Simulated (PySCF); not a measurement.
Job for PySCF: R-MP2/6-31G* on CH6AlN (SMILES C[NH][AlH2]), a point of a torsion scan.

```python
from pyscf import gto, scf, dft, mp
from pyscf.data.elements import chemcore

mol = gto.M(
    atom='''
    C    -1.24546402    0.28647767    0.22972490
    N    -0.08560211   -0.57019163   -0.03106117
    Al    1.62278040   -0.17746278   -0.36459225
    H    -2.02514798    0.14318754   -0.52387872
    H    -0.92674117    1.32772502    0.20024291
    H    -1.67686305    0.08578657    1.21451374
    H    -0.39751192   -1.53890715    0.00248488
    H     2.12806287    0.03812948   -1.80541452
    H     2.64140106    0.00626444    0.77852773
    ''',
    basis='6-31g*',
    cart=True,
    charge=0, spin=0, verbose=3, max_memory=1800)
mf = scf.RHF(mol)
mf.conv_tol = 1e-8
mf.max_cycle = 100
mf.kernel()
if not mf.converged:
    mf = mf.newton().run(mf.mo_coeff, mf.mo_occ)
pt = mp.MP2(mf, frozen=chemcore(mol)).run()
```

Program output:

```
converged SCF energy = -337.697801811583
E(RMP2) = -338.04310171987  E_corr = -0.345299908287587
E(SCS-RMP2) = -338.0449384338  E_corr = -0.347136622217775
```

The calculation finished and met its thresholds.

Cost: about 1.0 core-seconds (a rough figure).
